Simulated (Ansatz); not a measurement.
Start from `N[SiH](F)[SiH2]O` and change one atom or group to get `N[SiH](F)Br`.

Ansatz, PBE0-D4/def2-TZVP geometries, multiplicity 1. Each molecule was computed in one conformer, which needn't be the lowest.

Scalar relativity is left out up to krypton.

```csv
property,`N[SiH](F)[SiH2]O`
size of the dipole moment (B3LYP/def2-TZVPP) / D,2.76
zero-point energy (PBE0-D4/def2-TZVP) / kJ/mol,183.7
"ideal-gas entropy at 298 K and 1 bar (rigid rotor, harmonic PBE0-D4/def2-TZVP) / J/(mol·K)",375
size of the dipole moment (PBE/def2-TZVPP) / D,2.80
HOMO–LUMO gap (B3LYP/def2-TZVPP) / eV,6.94
HOMO–LUMO gap (PBE/def2-TZVPP) / eV,5.20
```

What does the change do to each property? (Estimate.)

Ansatz gave: 
```
                                                                                  property  `N[SiH](F)Br`  shift
                                          size of the dipole moment (B3LYP/def2-TZVPP) / D           2.51  -0.25
                                            zero-point energy (PBE0-D4/def2-TZVP) / kJ/mol          102.7  -81.0
ideal-gas entropy at 298 K and 1 bar (rigid rotor, harmonic PBE0-D4/def2-TZVP) / J/(mol·K)            329    -46
                                            size of the dipole moment (PBE/def2-TZVPP) / D           2.47  -0.33
                                                     HOMO–LUMO gap (B3LYP/def2-TZVPP) / eV           8.23   1.29
                                                       HOMO–LUMO gap (PBE/def2-TZVPP) / eV           6.47   1.27
```

With PBE0 the HOMO falls by 0.48 eV and the LUMO rises by 1.00 eV, so the gap widens by about 1.48 eV. PBE moves the HOMO by -0.31 eV and ωB97M-V by -0.70 eV. The zero-point energy changes by -81.0 kJ/mol with -12 modes. Dipoles are sizes alone; their direction can turn. Modes under 60 cm⁻¹, often nearly free rotors, make the harmonic entropy too high.

B3LYP here is the variant with VWN-RPA as its local correlation; programs differ in this.

Spin–orbit coupling is left out; it splits and shifts lone-pair levels of the heavy atoms by tenths of an eV.
